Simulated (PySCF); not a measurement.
PBE on Re⁻ (rhenium, charge -1), [Xe] 4f14 5d6 6s2, high-spin 5D determinant. All numbers are calculated (PySCF 2.14, a scalar-relativistic core potential, in aug-cc-pVTZ-PP with ECP60MDF).

```
cycle= 1 E= -78.5090230757392  delta_E= -0.0251  |g|= 0.0413  |ddm|= 1.05
cycle= 2 E= -78.5073062190419  delta_E= 0.00172  |g|= 0.064  |ddm|= 0.127
cycle= 3 E= -78.5087978872676  delta_E= -0.00149  |g|= 0.0338  |ddm|= 0.206
cycle= 4 E= -78.5097986854687  delta_E= -0.001  |g|= 0.00399  |ddm|= 0.104
cycle= 5 E= -78.5098135532911  delta_E= -1.49e-05  |g|= 0.000586  |ddm|= 0.012
cycle= 6 E= -78.5098139987903  delta_E= -4.45e-07  |g|= 0.00033  |ddm|= 0.00403
cycle= 7 E= -78.5098140933371  delta_E= -9.45e-08  |g|= 7.33e-06  |ddm|= 0.000739
cycle= 8 E= -78.5098140934818  delta_E= -1.45e-10  |g|= 4.19e-07  |ddm|= 7.58e-05
converged SCF energy = -78.5098140934818  <S^2> = 6.097172  2S+1 = 5.0387189
```

Highest occupied orbital energy: 2.532 eV; ⟨L²⟩ = 6.04; populations by l: s 4.00, p 6.00, d 6.00, f 0.00.

**Question.** Can this result be used?

**Answer.** With care. The run converged. Energies and moments cover only the electrons outside the core potential. Spin-orbit coupling, absent here, splits the open shell strongly. ⟨S²⟩ = 6.10 against 6.00 shows spin contamination. At PBE the highest occupied level has a positive energy, so only the finite basis holds that electron; in a semilocal or global hybrid functional this comes from self-interaction and does not mean that the real anion is unbound.
